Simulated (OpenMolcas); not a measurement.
Ne²⁺: the spin-orbit constant, Slater's ratio, worked from levels

* Program: OpenMolcas
* Basis: ANO-R2 [4s4p2d1f]
* Scalar Hamiltonian: X2C, finite nucleus
* Active space: 6 electrons in 8 orbitals (2s 2p 3s 3p)
* State averaging: 2S+1 = 3 even, 3 roots; 2S+1 = 1 even, 6 roots; 2S+1 = 3 odd, 3 roots; 2S+1 = 1 odd, 3 roots
* Spin-orbit coupling: state interaction with AMFI integrals over the reference wave functions, term energies averaged over their components

Methods: CASSCF; SS-CASPT2, IPEA 0.25 Eh, imaginary shift 0.1 Eh (closed shells correlated: 1s). Measured levels: Moore, Atomic Energy Levels, vol. I, NSRDS-NBS 35 (1971 reprint of NBS Circular 467, 1949).

**The spin-orbit constant.** For the Hund term ³P of p4, E(J) = (A/2) J(J+1) + constant and ζ = -2S·A = -2A. From J = 0 to J = 2 the energy changes by 3 A.

| Source | E(2) - E(0) | A | ζ |
| --- | --- | --- | --- |
| CASSCF | -855.0 | -285.0 | 570 |
| SS-CASPT2 | -856.5 | -285.5 | 571 |
| measured | -927.0 | -309.0 | 618 |

All in cm-1. SS-CASPT2 is off by -7.6 % and CASSCF by -7.8 %. Both methods take the spin-orbit matrix elements from the reference wave functions, so the second can move ζ only through the term energies and any multistate remixing. Second-order mixing with other terms is absorbed into this ζ.

**Slater's ratio.** With one set of orbitals, p4 has ¹D - ³P = 6 F2 and ¹S - ¹D = 9 F2 (F2 = F²/25), a ratio of 3/2. Term energies are centres of gravity, weighted by 2J + 1.

| Source | ¹D - ³P | ¹S - ³P | F2 from the first | Ratio |
| --- | --- | --- | --- | --- |
| CASSCF | 27818 | 51424 | 4636 | 0.849 |
| SS-CASPT2 | 26192 | 55851 | 4365 | 1.132 |
| measured | 25521 | 55427 | 4254 | 1.172 |

Energies in cm-1. A ratio away from 3/2 shows effects beyond one configuration with one set of orbitals, and in heavier atoms second-order spin-orbit shifts. In CASSCF the valence s occupation is 1.93 in ¹S against 2.00 in ¹D: mixing out of s² acts most on ¹S and pulls it down.

Active for correlation alone: 3p 3s; no level in the range computed is led by a configuration that fills them, so any true level of that kind is missing. Computed and measured levels are paired by configuration, term and J; levels that our copy of the source lacks, or whose pairing is in doubt (as where it misses far off the trend of its configuration), stay unpaired and out of the deviations. Only configurations of the active space appear.
